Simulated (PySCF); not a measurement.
Compound: C4H11BOSi.
Cartesian coordinates in Å at the PBE0-D3(BJ)/def2-SVP level; atoms count from 1:
```xyz
18
C4H11BOSi angstrom
C      2.7328   -0.0480   -0.1191
C      2.4457   -1.1134    0.6385
O      1.4518   -1.2276    1.5319
Si     0.2328   -0.0670    1.7915
B     -0.9740    0.1852    0.1804
C     -0.9607   -0.8681   -0.9734
C     -1.9404    1.4169    0.1525
H      2.1638    0.8849   -0.0650
H      3.5733   -0.0892   -0.8128
H      3.0479   -2.0280    0.5770
H      0.8710    1.2114    2.2519
H     -0.5348   -0.6290    2.9453
H      0.0229   -1.3214   -1.1671
H     -1.4117   -0.5215   -1.9166
H     -1.6025   -1.6934   -0.5995
H     -1.3663    2.1902   -0.3998
H     -2.1938    1.8622    1.1265
H     -2.8592    1.2472   -0.4316
```

Theory: core-valence-separated Tamm–Dancoff BHandHLYP/aug-pcX-1 (pcseg-1 on H, def2-SVPD on Si) in PySCF, non-relativistic, gas phase, PBE0-D3(BJ)/def2-SVP geometry. No shift to experiment was applied.

The lowest roots of each edge with f over 0.003 (five at most, numbered afresh; weaker and dark ones are left out), with transition dipoles (au) in the frame of the coordinates:

```
root  edge  E (eV)       μx       μy       μz
   1     C  283.09  -0.0528  -0.0294  -0.0615
   2     C  284.33  -0.0615  -0.0355  -0.0739
   3     C  284.79  -0.0067   0.0267  -0.0044
   4     C  284.81  -0.0189  -0.0243  -0.0111
   5     C  284.89   0.0152  -0.0272   0.0091
   6     O  532.77   0.0017   0.0230   0.0123
   7     O  533.10   0.0256  -0.0064   0.0192
   8     O  533.40  -0.0004  -0.0134  -0.0095
   9     O  535.05  -0.0148   0.0047  -0.0040
  10     B  185.50  -0.0935  -0.0801   0.0632
  11     B  191.72  -0.0444   0.0072  -0.0545
```

Task: What are the oscillator strengths?

Result: f = (2/3) ΔE |μ|², with ΔE in hartree (27.2114 eV):

```
root  ΔE (Eh)  |μ|² (au)      f  core hole on
   1  10.4033   0.007434  0.052            C1
   2  10.4489   0.010504  0.073            C2
   3  10.4658   0.000777  0.005         C6/C7
   4  10.4664   0.001071  0.007         C6/C7
   5  10.4694   0.001054  0.007            C1
   6  19.5789   0.000683  0.009            O3
   7  19.5910   0.001065  0.014            O3
   8  19.6020   0.000270  0.004            O3
   9  19.6628   0.000257  0.003            O3
  10   6.8169   0.019153  0.087            B5
  11   7.0454   0.004993  0.023            B5
```

Task: Molecules are fixed in this frame and the field points along (1, 0, −1)/√2. What effective strengths 3 f cos²θ do the roots have (θ between field and μ)?

Result: root 1 (C1): 0.001, root 2 (C2): 0.002, root 3 (C6/C7): 0.000, root 4 (C6/C7): 0.001, root 5 (C1): 0.000, root 6 (O3): 0.002, root 7 (O3): 0.001, root 8 (O3): 0.002, root 9 (O3): 0.002, root 10 (B5): 0.167, root 11 (B5): 0.001. Root 10 is the strongest. Averaged over all orientations cos²θ is 1/3, which gives f back.

One conformer stands for the species.
